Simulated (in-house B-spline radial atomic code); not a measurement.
A run on an ion of nuclear charge 21 with 21.6 electrons that did not converge. Method: scalar-relativistic (X2C) LDA VWN5, spin-polarised, spherical fractional occupations, Fermi nucleus of rms radius 3.5459 fm; computed with a B-spline radial code for spherical atoms.

Command:
```bash
python run_scf.py task.json out
```
Settings (nuclear radius in fm, mass in u):
```
Z                21
configuration    [Ar] 3d1.6 4s2
hamiltonian      x2c
method           lda,vwn
spin_polarised   True
nucleus          fermi
rms_radius       3.5459
atomic_mass      44.95591
speed_of_light   137.035999084
```

First and last ten iterations of the last attempt (damped for 15 steps, keeping 80 % of the old Fock matrix, then DIIS):
```
 iter        energy (Eh)    residual
    1        -759.636139    2.27e-01
    2        -759.994801    2.34e-01
    3        -761.128139    1.49e-01
    4        -761.729468    9.10e-02
    5        -762.028320    5.48e-02
    6        -762.166327    3.09e-02
    7        -762.224605    1.57e-02
    8        -762.246466    9.17e-03
    9        -762.253508    6.03e-03
   10        -762.255463    4.35e-03
  111        -761.803076    3.56e-02
  112        -761.803095    3.56e-02
  113        -761.803078    3.56e-02
  114        -761.803081    3.56e-02
  115        -761.803037    3.56e-02
  116        -761.803022    3.56e-02
  117        -761.803005    3.56e-02
  118        -761.204460    1.01e-01
  119        -762.156512    3.15e-02
  120        -762.177931    2.55e-02
 not converged after 120 iterations
```

The smallest residual met was 3.2e-05; the threshold is about 2e-07. No energy from this run should be used. The likely cause: this method binds the added charge weakly or not at all at the basis-set limit, so charge moves back and forth between the atom and the box. Cost of the run: 4 s on 1 thread of Intel(R) Xeon(R) Platinum 8175M CPU @ 2.50GHz (shared host).
